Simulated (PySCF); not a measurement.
PySCF job for C2H4F2Si2, SMILES F[SiH2][Si@@H](F)C#C, TDDFT-PBE/def2-SVPD. Geometry: PBE0-D3(BJ)/def2-SVP. The structure was generated by enumeration; whether it is a known compound was not checked. One conformer was computed; it need not be the lowest.

```python
import numpy as np
from pyscf import gto, scf, dft, tdscf

mol = gto.M(
    atom='''
    C     2.78296934    0.76850861    0.63570159
    C     1.81604365    0.05820149    0.43072433
    Si    0.30768523   -0.93105916    0.15598244
    F     0.34486463   -1.56935375   -1.34160565
    Si   -1.57504391    0.45170913    0.36159349
    F    -1.36998354    1.76520213   -0.58038842
    H     3.64174316    1.39237505    0.81346799
    H     0.26772058   -2.05826826    1.12966743
    H    -2.82095293   -0.24678801   -0.06818387
    H    -1.71349721    0.90068565    1.77837676
    ''',
    basis='def2-SVPD',
    charge=0,
    spin=0,
    max_memory=1600,
    verbose=4,
)
mf = dft.RKS(mol, xc='pbe').density_fit(auxbasis='def2-universal-jkfit')
mf.grids.level = 3
mf.conv_tol = 1e-9
mf.max_cycle = 100
mf.kernel()
mf.grids = dft.Grids(mol).set(level=1).build(with_non0tab=True)  # coarser grid for the response kernel
td = tdscf.TDDFT(mf)
td.singlet = True
td.nstates = 10
td.conv_tol = 1e-4
td.positive_eig_threshold = 1e-6
td.kernel(x0=td.get_init_guess(mf, 15))
td.analyze()
tt = tdscf.TDA(mf)
tt.singlet = False
tt.nstates = 4
tt.conv_tol = 1e-4
tt.positive_eig_threshold = 1e-6
tt.kernel(x0=tt.get_init_guess(mf, 9))
tt.analyze(verbose=3)
```

Program output:

```
PySCF version 2.14.0

[INPUT] verbose = 4
[INPUT] num. atoms = 10
[INPUT] num. electrons = 62
[INPUT] charge = 0
[INPUT] spin (= nelec alpha-beta = 2S) = 0
[INPUT] symmetry False subgroup None
[INPUT] Mole.unit = angstrom
[INPUT] Symbol           X                Y                Z      unit          X                Y                Z       unit  Magmom
[INPUT]  1 C      2.782969340000   0.768508610000   0.635701590000 AA    5.259049865662   1.452270797270   1.201301902051 Bohr   0.0
[INPUT]  2 C      1.816043650000   0.058201490000   0.430724330000 AA    3.431825128755   0.109984876142   0.813951018887 Bohr   0.0
[INPUT]  3 Si     0.307685230000  -0.931059160000   0.155982440000 AA    0.581440817274  -1.759446818168   0.294764091841 Bohr   0.0
[INPUT]  4 F      0.344864630000  -1.569353750000  -1.341605650000 AA    0.651699700749  -2.965648780059  -2.535267245669 Bohr   0.0
[INPUT]  5 Si    -1.575043910000   0.451709130000   0.361593490000 AA   -2.976401624064   0.853606543666   0.683312664526 Bohr   0.0
[INPUT]  6 F     -1.369983540000   1.765202130000  -0.580388420000 AA   -2.588893685762   3.335748580199  -1.096775159669 Bohr   0.0
[INPUT]  7 H      3.641743160000   1.392375050000   0.813467990000 AA    6.881897188408   2.631207507178   1.537231712200 Bohr   0.0
[INPUT]  8 H      0.267720580000  -2.058268260000   1.129667430000 AA    0.505918574110  -3.889563302285   2.134762054541 Bohr   0.0
[INPUT]  9 H     -2.820952930000  -0.246788010000  -0.068183870000 AA   -5.330828447989  -0.466361749726  -0.128848840413 Bohr   0.0
[INPUT] 10 H     -1.713497210000   0.900685650000   1.778376760000 AA   -3.238040442106   1.702049202826   3.360645022691 Bohr   0.0

nuclear repulsion = 333.310127013148
number of shells = 70
number of NR pGTOs = 250
number of NR cGTOs = 166
basis = def2-SVPD
ecp = {}


[settings echo left out]
init E= -856.633715531146
  HOMO = -0.293920749917279  LUMO = -0.113980538140001  gap/eV = 4.89642
cycle= 1 E= -856.241520223034  delta_E= 0.392  |g|= 0.784  |ddm|= 7.16
  HOMO = -0.203105824086702  LUMO = -0.0690371230989655  gap/eV = 3.64820
cycle= 2 E= -855.745722721739  delta_E= 0.496  |g|= 1.84  |ddm|=  2.7
  HOMO = -0.244891746907467  LUMO = -0.0767480230816262  gap/eV = 4.57542
cycle= 3 E= -856.35645837349  delta_E= -0.611  |g|= 0.174  |ddm|= 1.73
  HOMO = -0.258506314927623  LUMO = -0.0837949853219722  gap/eV = 4.75414
cycle= 4 E= -856.363287514283  delta_E= -0.00683  |g|= 0.0721  |ddm|= 0.378
  HOMO = -0.258945630298524  LUMO = -0.0827723310221047  gap/eV = 4.79392
cycle= 5 E= -856.364111144361  delta_E= -0.000824  |g|= 0.0505  |ddm|= 0.13
  HOMO = -0.25845056973795  LUMO = -0.0823006555920585  gap/eV = 4.79328
cycle= 6 E= -856.364781535351  delta_E= -0.00067  |g|= 0.011  |ddm|= 0.0529
  HOMO = -0.258248430845395  LUMO = -0.0823303752789744  gap/eV = 4.78697
cycle= 7 E= -856.364818963049  delta_E= -3.74e-05  |g|= 0.00167  |ddm|= 0.0195
  HOMO = -0.258146338798826  LUMO = -0.0822269508709494  gap/eV = 4.78701
cycle= 8 E= -856.364819725055  delta_E= -7.62e-07  |g|= 0.000539  |ddm|= 0.00346
  HOMO = -0.258176435661982  LUMO = -0.0822503618330557  gap/eV = 4.78719
cycle= 9 E= -856.36481977761  delta_E= -5.26e-08  |g|= 0.000255  |ddm|= 0.000768
  HOMO = -0.258181602459893  LUMO = -0.0822567767309725  gap/eV = 4.78716
cycle= 10 E= -856.364819788427  delta_E= -1.08e-08  |g|= 6.13e-05  |ddm|= 0.000308
  HOMO = -0.258177915639112  LUMO = -0.0822529664922036  gap/eV = 4.78716
cycle= 11 E= -856.364819789306  delta_E= -8.79e-10  |g|= 1.64e-05  |ddm|= 0.000114
  HOMO = -0.258179907307902  LUMO = -0.0822548763934439  gap/eV = 4.78716
Extra cycle  E= -856.364819789193  delta_E= 1.13e-10  |g|= 2.95e-05  |ddm|= 6.34e-05
converged SCF energy = -856.364819789193
tot grids = 43672
Overwritten attributes  positive_eig_threshold  of <class 'pyscf.tdscf.rks.CasidaTDDFT'>


******** <class 'pyscf.tdscf.rks.CasidaTDDFT'> for <class 'pyscf.df.df_jk.DFRKS'> ********
nstates = 10 singlet
deg_eia_thresh = 1.000e-03
wfnsym = None
conv_tol = 0.0001
eigh lindep = 1e-12
eigh level_shift = 0
eigh max_cycle = 100


Excitation energies (eV)
[4.93229761 5.41916477 5.69861141 5.81304844 5.9222167  6.16241316
 6.3845255  6.4123208  6.65504671 6.80946656]

** Singlet excitation energies and oscillator strengths **
Excited State   1:      4.93230 eV    251.37 nm  f=0.0050
      31 -> 32       -0.70025
Excited State   2:      5.41916 eV    228.79 nm  f=0.0169
      30 -> 32       -0.29336
      31 -> 33        0.62448
      31 -> 34        0.10064
Excited State   3:      5.69861 eV    217.57 nm  f=0.0116
      29 -> 32        0.16473
      30 -> 32       -0.49434
      30 -> 33        0.21074
      31 -> 33       -0.14910
      31 -> 34       -0.38015
Excited State   4:      5.81305 eV    213.29 nm  f=0.0013
      29 -> 32       -0.47787
      30 -> 33        0.50621
Excited State   5:      5.92222 eV    209.35 nm  f=0.0018
      29 -> 32        0.47475
      30 -> 33        0.40427
      31 -> 34        0.30728
Excited State   6:      6.16241 eV    201.19 nm  f=0.1236
      29 -> 33       -0.43171
      30 -> 32        0.20618
      30 -> 33        0.15569
      30 -> 34       -0.24641
      31 -> 33        0.20628
      31 -> 34       -0.35264
Excited State   7:      6.38453 eV    194.19 nm  f=0.0278
      28 -> 32       -0.36013
      29 -> 33       -0.38251
      30 -> 34        0.41588
      31 -> 34        0.14369
Excited State   8:      6.41232 eV    193.35 nm  f=0.0106
      28 -> 32        0.59126
      29 -> 33       -0.26052
      30 -> 34        0.24875
Excited State   9:      6.65505 eV    186.30 nm  f=0.1094
      29 -> 33       -0.15125
      29 -> 34       -0.49923
      30 -> 32       -0.16410
      30 -> 34       -0.36237
      31 -> 34        0.19087
Excited State  10:      6.80947 eV    182.08 nm  f=0.0237
      28 -> 33       -0.69437

** Transition electric dipole moments (AU) **
state          X           Y           Z        Dip. S.      Osc.
  1         0.1224     -0.0227      0.1617      0.0417      0.0050
  2        -0.3450     -0.0733      0.0563      0.1276      0.0169
  3         0.2011      0.1751      0.1102      0.0832      0.0116
  4         0.0157      0.0293     -0.0903      0.0093      0.0013
  5         0.0512     -0.0560      0.0828      0.0126      0.0018
  6        -0.8703     -0.2469      0.0060      0.8184      0.1236
  7         0.4188     -0.0289      0.0352      0.1775      0.0278
  8        -0.2214      0.0608      0.1209      0.0673      0.0106
  9         0.8084      0.1313      0.0205      0.6712      0.1094
 10         0.3703      0.0693      0.0196      0.1423      0.0237

** Transition velocity dipole moments (imaginary part, AU) **
state          X           Y           Z        Dip. S.      Osc.
  1         0.0232     -0.0051      0.0332      0.0017      0.0061
  2        -0.0719     -0.0151      0.0142      0.0056      0.0188
  3         0.0436      0.0382      0.0245      0.0040      0.0126
  4         0.0030      0.0069     -0.0202      0.0005      0.0015
  5         0.0129     -0.0133      0.0214      0.0008      0.0024
  6        -0.2025     -0.0548      0.0002      0.0440      0.1296
  7         0.0958     -0.0082      0.0091      0.0093      0.0265
  8        -0.0539      0.0151      0.0322      0.0042      0.0118
  9         0.1961      0.0311      0.0072      0.0395      0.1076
 10         0.0960      0.0195      0.0081      0.0097      0.0257

** Transition magnetic dipole moments (imaginary part, AU) **
state          X           Y           Z
  1        -0.3729     -0.3569      0.0637
  2         0.2675      0.1287      0.0850
  3        -0.1258     -0.1081      0.1329
  4         0.0018      0.1026     -0.1362
  5        -0.0207      0.0308      0.1803
  6         0.0121      0.2194      0.6455
  7        -0.0189      0.1844      0.2487
  8         0.5368      0.1317      0.1939
  9         0.2555     -0.1106      0.0270
 10         0.6519     -0.3935     -0.4764
Overwritten attributes  positive_eig_threshold  of <class 'pyscf.tdscf.rks.TDA'>


******** <class 'pyscf.tdscf.rks.TDA'> for <class 'pyscf.df.df_jk.DFRKS'> ********
nstates = 4 triplet
deg_eia_thresh = 1.000e-03
wfnsym = None
conv_tol = 0.0001
eigh lindep = 1e-12
eigh level_shift = 0
eigh max_cycle = 100


Excitation energies (eV)
[4.5029845  4.63419502 4.85951298 5.24017534]

** Triplet excitation energies and oscillator strengths **
Excited State   1:      4.50298 eV    275.34 nm  f=0.0000
Excited State   2:      4.63420 eV    267.54 nm  f=0.0000
Excited State   3:      4.85951 eV    255.14 nm  f=0.0000
Excited State   4:      5.24018 eV    236.60 nm  f=0.0000
```

The run converged.
